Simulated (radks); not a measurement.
Results of a calculation; reference values are marked as such.
Spin polarisation of the 5p3 shell in neutral antimony. Start: [Kr] 4d10 5s2 5p(up 1.5, down 1.5); electrons of 5p are moved from spin down to spin up, other shells keep equal spins. Code: a radial shooting solver on a logarithmic mesh with Libxc functionals. Model: non-relativistic Kohn-Sham, r2SCAN, spin-polarised, spherical densities, point nucleus; meta-GGA in the generalised Kohn-Sham scheme.

moment (Bohr magnetons)  E - E(0) (eV)  e(5p up) (eV)  e(5p down) (eV)  5s down minus up (eV)  4d down minus up (eV)  4p down minus up (eV)
0                                0.000         -5.037           -5.037                 0.000                 0.000                  0.000
0.75                            -0.116         -5.320           -4.700                  0.641                  0.064                  0.036
1.5                             -0.467         -5.554           -4.296                  1.290                  0.127                  0.072
2.25                            -1.066         -5.743           -3.799                  1.950                  0.191                  0.108
3                               -1.948         -5.885           -3.041                  2.616                  0.257                  0.142

At moment 3 the spin-polarisation energy is -1.948 eV and the 5p exchange splitting 2.844 eV, that is 0.948 eV per Bohr magneton; E = -I m^2/4 would give I = 0.866 eV.
